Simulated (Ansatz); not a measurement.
The cluster CuAg2⁺. Total charge 1; triplet. Geometry PBE-D4/def2-TZVP, that of the neutral doublet.

```xyz
3

Ag   -0.091   -2.161    0.339
Ag    0.782    2.044    0.064
Cu   -0.691    0.117   -0.402
```

In the def2 sets Ag takes a core potential; there is no spin–orbit coupling. At PBE0-D4/def2-TZVP a singlet of charge 1 lies 1.11 eV below the triplet at the same geometry. The structure comes from a short search, and lower isomers may exist.

Task: Estimate the α-spin orbital energies around the gap (eV) in Ansatz with PBE-D4/def2-TZVP, r2SCAN-D4/def2-TZVP, PBE0-D4/def2-TZVP.

Result: 
| orbital | PBE-D4/def2-TZVP | r2SCAN-D4/def2-TZVP | PBE0-D4/def2-TZVP |
| --- | --- | --- | --- |
| HOMO−5 | -11.51 | -11.48 | -13.19 |
| HOMO−4 | -11.50 | -11.47 | -13.12 |
| HOMO−3 | -11.49 | -11.44 | -13.09 |
| HOMO−2 | -11.48 | -11.43 | -13.07 |
| HOMO−1 | -11.39 | -11.36 | -12.17 |
| HOMO | -9.63 | -9.69 | -10.08 |
| LUMO | -7.63 | -7.32 | -6.64 |
| LUMO+1 | -6.26 | -6.04 | -5.48 |
| LUMO+2 | -6.11 | -5.85 | -5.36 |
| LUMO+3 | -5.56 | -5.31 | -4.74 |
| LUMO+4 | -4.65 | -4.34 | -3.93 |
| LUMO+5 | -4.10 | -3.72 | -3.36 |
| β HOMO | -11.27 | -11.19 | -12.87 |
| β LUMO | -10.71 | -10.28 | -9.42 |
